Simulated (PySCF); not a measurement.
AlCl₃, singlet, at a GFN2-xTB geometry (such geometries of metal compounds can be far from the true shape); CAMB3LYP/6-31G* (PySCF).

Here is a job for PySCF.
```python
from pyscf import gto, scf, dft

mol = gto.Mole()
mol.atom = '''
    Al    0.000072   -0.000033   -0.011684
    Cl    0.011725    2.029809   -0.002627
    Cl    1.751942   -1.025031    0.016586
    Cl   -1.763722   -1.004752   -0.005024
'''
mol.basis = '6-31g*'
mol.charge = 0
mol.spin = 0
mol.verbose = 4
mol.build()

mf = dft.RKS(mol)
mf.xc = 'camb3lyp'
mf.grids.prune = dft.gen_grid.sg1_prune
mf.kernel()
```

The log (banner, timings and long lists left out):

```
PySCF version 2.14.0

[INPUT] verbose = 4
[INPUT] num. atoms = 4
[INPUT] num. electrons = 64
[INPUT] charge = 0
[INPUT] spin (= nelec alpha-beta = 2S) = 0
[INPUT] symmetry False subgroup None
[INPUT] Mole.unit = angstrom
[INPUT] Symbol           X                Y                Z      unit          X                Y                Z       unit  Magmom
[INPUT]  1 Al     0.000072000000  -0.000033000000  -0.011684000000 AA    0.000136060281  -0.000062360962  -0.022079560039 Bohr   0.0
[INPUT]  2 Cl     0.011725000000   2.029809000000  -0.002627000000 AA    0.022157038811   3.835783095177  -0.004964310529 Bohr   0.0
[INPUT]  3 Cl     1.751942000000  -1.025031000000   0.016586000000 AA    3.310690566123  -1.937027859189   0.031342997502 Bohr   0.0
[INPUT]  4 Cl    -1.763722000000  -1.004752000000  -0.005024000000 AA   -3.332951539870  -1.898706103109  -0.009493984050 Bohr   0.0

nuclear repulsion = 303.334814367377
number of shells = 32
number of NR pGTOs = 204
number of NR cGTOs = 72
basis = 6-31g*
ecp = {}

******** <class 'pyscf.dft.rks.RKS'> ********
method = RKS
initial guess = minao
damping factor = 0
level_shift factor = 0
DIIS = <class 'pyscf.scf.diis.CDIIS'>
diis_start_cycle = 1
diis_space = 8
diis_damp = 0
SCF conv_tol = 1e-09
SCF conv_tol_grad = None
SCF max_cycles = 50
direct_scf = True
direct_scf_tol = 1e-13
XC library pyscf.dft.libxc version 7.1.2
    S. Lehtola, C. Steigemann, M. J. T. Oliveira, and M. A. L. Marques,  SoftwareX 7, 1–5 (2018)
XC functionals = camb3lyp
    T. Yanai, D. P. Tew, and N. C. Handy,  Chem. Phys. Lett. 393, 51 (2004)
radial grids:
    Treutler-Ahlrichs [JCP 102, 346 (1995); DOI:10.1063/1.469408] (M4) radial grids

becke partition: Becke, JCP 88, 2547 (1988); DOI:10.1063/1.454033
pruning grids: <function sg1_prune>
grids dens level: 3
symmetrized grids: False
atomic radii adjust function: <function treutler_atomic_radii_adjust>
small_rho_cutoff = 0
Set gradient conv threshold to 3.16228e-05
Initial guess from minao.
tot grids = 25856
init E= -1623.56014641826
  HOMO = -0.410837198179391  LUMO = -0.0544237502849796  gap/eV = 9.69850
cycle= 1 E= -1623.1486177802  delta_E= 0.412  |g|= 0.392  |ddm|= 2.13
  HOMO = -0.369001724781774  LUMO = -0.031232280191829  gap/eV = 9.19117
cycle= 2 E= -1623.16771567323  delta_E= -0.0191  |g|= 0.338  |ddm|= 1.07
  HOMO = -0.392175037606153  LUMO = -0.00663354267790828  gap/eV = 10.49112
cycle= 3 E= -1623.20218732285  delta_E= -0.0345  |g|= 0.013  |ddm|= 0.465
  HOMO = -0.394049956116179  LUMO = -0.00735561408295604  gap/eV = 10.52249
cycle= 4 E= -1623.2022664317  delta_E= -7.91e-05  |g|= 0.00523  |ddm|= 0.029
  HOMO = -0.392993128783061  LUMO = -0.00639763406892357  gap/eV = 10.51980
cycle= 5 E= -1623.2022759493  delta_E= -9.52e-06  |g|= 0.000772  |ddm|= 0.00891
  HOMO = -0.393157473483098  LUMO = -0.00660415397123715  gap/eV = 10.51865
cycle= 6 E= -1623.20227626661  delta_E= -3.17e-07  |g|= 7.16e-05  |ddm|= 0.00187
  HOMO = -0.393155319346279  LUMO = -0.00659980184179165  gap/eV = 10.51871
cycle= 7 E= -1623.20227627148  delta_E= -4.87e-09  |g|= 1.4e-05  |ddm|= 0.00022
  HOMO = -0.393156800843937  LUMO = -0.00659869301247107  gap/eV = 10.51878
cycle= 8 E= -1623.20227627163  delta_E= -1.53e-10  |g|= 1.36e-06  |ddm|= 4e-05
  HOMO = -0.393156801156087  LUMO = -0.00659866017914856  gap/eV = 10.51878
Extra cycle  E= -1623.20227627163  delta_E= 1.14e-12  |g|= 4.09e-07  |ddm|= 4.31e-06
converged SCF energy = -1623.20227627163
```
